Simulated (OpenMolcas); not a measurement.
## Ce2+ in a point-charge field

Ce2+ among 8 point charges of -2 e arranged as a hexagonal bipyramid (D6h), 3.16 Å from the ion, with the axial distance 2.812 Å. The active orbitals were held to one l.

```yaml
Program: OpenMolcas
Method: CASSCF
Basis: ANO-RCC-VTZP [8s7p5d3f2g1h]
Scalar_Hamiltonian: DKH2, point nucleus
Active_space: 2 electrons in 7 orbitals (4f)
State_averaging: 2S+1 = 3 even, 21 roots; 2S+1 = 1 even, 27 roots kept (CI in the orbitals of an earlier block)
Spin-orbit_coupling: state interaction with AMFI integrals over the reference wave functions
```

The lowest spin-free states, above the lowest:

```
   State  Degeneracy  E (cm-1)  Free-ion L (%)
2S+1 = 3           1       0.0         H (100)
2S+1 = 3           2     140.7         H (100)
2S+1 = 3           2     372.4         H (100)
2S+1 = 3           2     466.1         H (100)
2S+1 = 3           1     650.6          H (98)
2S+1 = 3           1     773.9          H (98)
2S+1 = 3           2     842.5         H (100)
2S+1 = 3           1      5336         F (100)
2S+1 = 3           1      5383          F (98)
2S+1 = 3           1      5507          F (98)
2S+1 = 3           2      5513         F (100)
2S+1 = 1           1      5609         G (100)
2S+1 = 3           2      5694         F (100)
2S+1 = 1           2      5715         G (100)
2S+1 = 1           2      5819         G (100)
2S+1 = 1           2      6314         G (100)
2S+1 = 1           1      6540         G (100)
2S+1 = 1           1      6753         G (100)
2S+1 = 1           2     17683          D (99)
2S+1 = 1           2     18027         D (100)
```

The lowest levels with spin-orbit coupling:

```json
{"E (cm-1)": "0.0", "Degeneracy": "1", "2S+1": "3", "J": "4.00", "|mJ| (%)": "0 (100)", "g": ""}
{"E (cm-1)": "147.5", "Degeneracy": "2", "2S+1": "3", "J": "4.01", "|mJ| (%)": "1 (100)", "g": "0.00 0.00 1.91"}
{"E (cm-1)": "337.0", "Degeneracy": "2", "2S+1": "3", "J": "4.01", "|mJ| (%)": "4 (95)", "g": "0.00 0.00 5.81"}
{"E (cm-1)": "471.5", "Degeneracy": "2", "2S+1": "3", "J": "4.01", "|mJ| (%)": "2 (95)", "g": "0.00 0.00 3.04"}
{"E (cm-1)": "658.8", "Degeneracy": "1", "2S+1": "3", "J": "4.01", "|mJ| (%)": "3 (100)", "g": ""}
{"E (cm-1)": "743.9", "Degeneracy": "1", "2S+1": "3", "J": "4.00", "|mJ| (%)": "3 (100)", "g": ""}
{"E (cm-1)": "1721", "Degeneracy": "1", "2S+1": "3", "J": "5.00", "|mJ| (%)": "0 (100)", "g": ""}
{"E (cm-1)": "1802", "Degeneracy": "2", "2S+1": "3", "J": "4.99", "|mJ| (%)": "1 (100)", "g": "0.00 0.00 1.96"}
{"E (cm-1)": "1981", "Degeneracy": "2", "2S+1": "3", "J": "4.98", "|mJ| (%)": "2 (99)", "g": "0.00 0.00 4.03"}
{"E (cm-1)": "2003", "Degeneracy": "2", "2S+1": "3", "J": "5.01", "|mJ| (%)": "5 (100)", "g": "0.00 0.00 10.16"}
{"E (cm-1)": "2183", "Degeneracy": "1", "2S+1": "3", "J": "5.00", "|mJ| (%)": "3 (100)", "g": ""}
{"E (cm-1)": "2252", "Degeneracy": "1", "2S+1": "3", "J": "4.99", "|mJ| (%)": "3 (100)", "g": ""}
{"E (cm-1)": "2304", "Degeneracy": "2", "2S+1": "3", "J": "4.99", "|mJ| (%)": "4 (99)", "g": "0.00 0.00 8.35"}
{"E (cm-1)": "3397", "Degeneracy": "1", "2S+1": "3", "J": "5.99", "|mJ| (%)": "0 (99)", "g": ""}
{"E (cm-1)": "3493", "Degeneracy": "2", "2S+1": "3", "J": "5.98", "|mJ| (%)": "1 (100)", "g": "0.00 0.00 2.04"}
{"E (cm-1)": "3701", "Degeneracy": "2", "2S+1": "3", "J": "5.97", "|mJ| (%)": "2 (98)", "g": "0.00 0.00 4.17"}
{"E (cm-1)": "3702", "Degeneracy": "1", "2S+1": "3", "J": "6.00", "|mJ| (%)": "6 (100)", "g": ""}
{"E (cm-1)": "3703", "Degeneracy": "1", "2S+1": "3", "J": "6.00", "|mJ| (%)": "6 (99)", "g": ""}
{"E (cm-1)": "3870", "Degeneracy": "1", "2S+1": "3", "J": "5.96", "|mJ| (%)": "3 (100)", "g": ""}
{"E (cm-1)": "3963", "Degeneracy": "1", "2S+1": "3", "J": "5.94", "|mJ| (%)": "3 (100)", "g": ""}
```

Powder χT (cm3 K/mol): 0.029 at 2 K, 0.145 at 10 K, 0.702 at 50 K, 1.12 at 100 K, 1.4 at 200 K, 1.51 at 300 K. The effective moment at 300 K is 2.828 √(χT) = 3.48 μB.

Hund's rules give f2 the level 3H4 with g = 0.800, so an isolated free-ion multiplet has χT = g² J(J+1) / 8 = 1.600 cm3 K/mol. The computed 1.515 at 300 K differs by -5 %, through the field's splitting, the mixing of terms and any other multiplet in reach.

Stevens parameters of the J = 4 multiplet, which is 744 cm-1 wide (cm-1, z along the main axis): B20 = 5.993e+00, B40 = -2.281e-01, B60 = -1.388e-04, B66 = 1.606e-02.

Point charges carry no covalency, so the field is a model and not that of real ligands. An unlabelled pair can be two single states that coincide in this model. The first state left out of the spin-orbit step lies near 52000 cm-1 above the lowest spin-free state of the reference (among the parities and spins computed), and the lists stop at four fifths of that energy or lower. No measured value stands beside these numbers.

With an even number of electrons the g values are those of a degenerate or nearly degenerate non-Kramers pair.
